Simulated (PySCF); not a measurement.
GeH5Si, SMILES [GeH2][SiH3] (connectivity only; charge and spin as stated), charge +1, multiplicity 1. The structure is a stationary point at PBE-D3(BJ)/def2-TZVP. The multiplicity is an assumed one; other spin states were not compared. The isomer is the one that the SMILES or the coordinates give; other isomers of the formula were not compared.

TDDFT-M06-2X/def2-SVPD in PySCF puts the lowest singlet excitations at 3.62, 4.83, 5.81, 5.82, 8.00, 8.02 eV.

### Question
What are the lowest excitation roots from ADC(2)/aug-cc-pVDZ (PySCF)? (Estimate from the structure and the level; the computed values follow.)

### Answer
4.03, 5.34, 6.47, 6.67, 8.49, 8.54 eV. S1 differs by 0.41 eV (second minus first; roots are paired by order, and the bases may differ).
